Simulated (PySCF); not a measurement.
A structure optimised at B3LYP-D3(BJ)/def2-SVP, used in a PySCF frequency run:

```xyz
10

F     -1.5955     0.0000    -1.8962
C     -0.6724     0.0000    -0.9691
C      0.6724     0.0000    -0.9691
F      1.5955     0.0000    -1.8962
C      0.7858     0.0000     0.5339
F      1.3445    -1.0885     1.0932
F      1.3445     1.0885     1.0932
C     -0.7858     0.0000     0.5339
F     -1.3445     1.0885     1.0932
F     -1.3445    -1.0885     1.0932
```
Charge 0, spin multiplicity 1.

Task: Write its SMILES, formula and point group.

Result: FC1=C(F)C(F)(F)C1(F)F, C4F6, C2v

Task: What are its rotational constants (standard atomic weights)?

Result: 1.4569, 1.4447, 0.97823 GHz
